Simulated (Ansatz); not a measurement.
Basis-set extrapolation for C₂HAlClF, SMILES `C#[C][Al]([F])[Cl]` (PBE0-D4/def2-TZVP geometry, frozen core, the Gaussian-basis code of Ansatz). Multiplicity 1, RHF reference.

|  | def2-TZVPP | def2-QZVPP |
| --- | --- | --- |
| HF | -877.384488 | -877.412277 |
| MP2 correlation | -0.799466 | -0.869003 |
| CCSD(T) correlation | -0.858801 | not run |

Energies in hartree. Use E(X) = E(∞) + A·exp(−7.88·√X) for Hartree–Fock and E(X) = E(∞) + B·X^(−2.97) for correlation, with X = 3 and 4, and add CCSD(T) minus MP2 of the smaller set to the MP2 limit.

Q: What is the CCSD(T) energy at the basis-set limit?

A: HF limit: -877.412277 + (-0.027789) × 0.13774 = -877.41610. MP2 limit: -0.869003 + (-0.069537) × 0.74074 = -0.92051. Higher-order term: -0.858801 − (-0.799466) = -0.05934. Total: -878.39595 hartree, 95.8 kcal/mol below CCSD(T)/def2-TZVPP.
